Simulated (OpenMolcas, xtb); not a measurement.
**InSiH3ClO (SMILES [SiH3][O][In][Cl]): methods side by side**

InSiH3ClO has 7 atoms, charge 0, and is taken as a doublet. As SMILES, `[SiH3][O][In][Cl]`. The coordinates come from a PBE0-D4/def2-TZVP relaxation. This is one conformer, not always the lowest.

Each level gives the vertical energy of the quartet above the doublet (eV). The values are calculated.

| level | kind | program | value (eV) | CPU time (all runs) |
| --- | --- | --- | --- | --- |
| GFN2-xTB | semi-empirical | xtb | 6.67 | under 2 s |
| GFN0-xTB | semi-empirical | xtb | 5.93 | under 2 s |
| UHF/def2-SVP (core potential) | Hartree–Fock | OpenMolcas | 4.54 | 40 s |
| UPBE/def2-SVP (core potential) | GGA | OpenMolcas | 4.92 | 2 min |
| UM06-L/def2-SVP (core potential) | meta-GGA | OpenMolcas | 5.43 | 2.6 min |
| UPBE0/def2-SVP (core potential) | global hybrid | OpenMolcas | 5.28 | 96 s |

Spin-orbit coupling, which can split open shells on such heavy atoms by tenths of an eV, is left out. The values span 4.54 to 6.67 eV. The xTB rows lack spin polarisation, so open shells miss the exchange term that lowers them. Times are those of the runs behind each value, whatever else they computed, on shared processors of several kinds: orders of magnitude only.
